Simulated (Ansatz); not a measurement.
Program: Ansatz. Geometries: PBE0-D4/def2-TZVP. ΔE: electronic, gas phase. CCSD(T)/CBS is the MP2 limit (def2-TZVPP, def2-QZVPP) plus CCSD(T) − MP2 in def2-TZVPP, frozen cores. Functionals use def2-TZVPP. Elements past krypton have def2 core potentials. For Sn outer-core shells are correlated without core-valence functions, which leaves a few kJ/mol of doubt a bond. One conformer a species, not always the lowest.

Consider the substitution at a C–N bond: `CN(C)BN` + `[NH2][SnH2][OH]` → `C[O][SnH2][NH2]` + `CNBN`.

```tsv
species	ωB97M-V energy (Eh)
`CN(C)BN`	-216.02965
`[NH2][SnH2][OH]`	-347.24789
`C[O][SnH2][NH2]`	-386.53340
`CNBN`	-176.73369
```

(1) Work out ΔE.

Largest T1 diagnostic among the species: 0.013.

Answers

(1) ΔE = (-386.53340) + (-176.73369) − (-216.02965) − (-347.24789) = 0.01045 Eh = +27.4 kJ/mol. CCSD(T)/CBS gives +30.0 kJ/mol.

Leaving LDA and LC-ωPBE aside and taking each functional with its dispersion term where it has one, the values, not all of them listed here, spread over 6.9 kJ/mol, from BHLYP-D4 to PBE-QIDH. LDA lies +8.5 kJ/mol from PBE without D4. In def2-TZVPP, CCSD(T) changes the Hartree–Fock value by +13.1 kJ/mol (the triples alone add +1.5 kJ/mol) and MP2 by +17.4 kJ/mol. At CCSD(T), def2-SVP lies −8.1 kJ/mol from the extrapolated value and def2-TZVPP −0.3 kJ/mol.
